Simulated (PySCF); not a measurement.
A structure optimised at PBE0-D3(BJ)/def2-SVP, used in a PySCF frequency run:

```
C
N 1 1.3341
C 2 1.3249 1 116.36
H 3 1.0950 2 117.30 1 -180.00
C 3 1.3989 4 120.92 2 -180.00
N 5 1.3283 3 121.79 4 180.00
C 6 1.3260 5 116.94 3 0.00
H 7 1.0948 6 118.14 5 180.00
H 5 1.0953 6 117.45 7 180.00
C 1 1.4398 2 118.03 3 180.00
N 10 1.1581 2 152.17 3 180.00
```
Charge 0, spin multiplicity 1.

Q: Write its SMILES, formula and point group.

A: N#Cc1cnccn1, C5H3N3, Cs

Q: What are its rotational constants (standard atomic weights)?

A: 6.0509, 1.6215, 1.2788 GHz
